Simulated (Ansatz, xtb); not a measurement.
# C3H5BF2S: which of two isomers lies lower

Structure I is `FB(F)[C@@H]1CCS1`, a singlet and structure II is `CC(=S)CB(F)F`, a singlet. Both are isolated molecules in the gas phase, relaxed with PBE-D3(BJ)/def2-SVP; each stands in its lowest conformer found.

Task: Which of the two would you expect CCSD(T)/def2-SVP + ΔMP2/def2-TZVPP electronic energies to favour?

Result: Structure II; the calculation gives E(II) − E(I) = −5.0 kcal/mol.

The same difference at several levels:

```csv
level,geometry,E(II) − E(I) (kcal/mol),departure from the last row (kcal/mol),"job, with rough time for the two"
GFN2-xTB,GFN2-xTB,+0.1,+5.1,"optimisation, 0.67 s"
HF/STO-3G,GFN2-xTB,+22.6,+27.5,"single point, 0.84 s"
r2SCAN-D4/def2-SVP,GFN2-xTB,−7.6,−2.7,"single point, 4.7 s"
PBE-D3(BJ)/def2-SVP,PBE-D3(BJ)/def2-SVP,−5.3,−0.4,"optimisation, 50 s"
HF/def2-SVP,PBE-D3(BJ)/def2-SVP,−9.3,−4.3,part of the CCSD(T) run
MP2/def2-SVP,PBE-D3(BJ)/def2-SVP,−8.0,−3.0,part of the CCSD(T) run
CCSD(T)/def2-SVP,PBE-D3(BJ)/def2-SVP,−8.3,−3.4,single point
CCSD(T)/def2-SVP + ΔMP2/def2-TZVPP,PBE-D3(BJ)/def2-SVP,−5.0,,"single point, 73 s"
```

As drawn, II has 1 C=S in place of 2 C–S. Structure I has a 4-membered ring, II no ring.

HF/STO-3G puts the two in the other order. GFN2-xTB finds them nearly level. The largest departure from CCSD(T)/def2-SVP + ΔMP2/def2-TZVPP is that of HF/STO-3G, 27.5 kcal/mol. The last row adds to CCSD(T) the change of the MP2 difference between the two basis sets, here +3.4 kcal/mol, a large step that makes the value less sure.

With thermal terms from frequencies at re-optimised GFN2-xTB minima (ideal gas, soft modes damped towards free rotors, one conformer each, 298.15 K, 1 atm): on the last row, ΔE + ΔZPE = −6.2, ΔH = −5.6, ΔG = −6.9 kcal/mol.

The correlated steps freeze 11 core orbitals. Mirror images aren't counted in ΔG. Programs: Ansatz 0.2.0, xtb 6.7.1; the last row on 2 threads of Intel(R) Xeon(R) Processor @ 2.70GHz on a shared host.
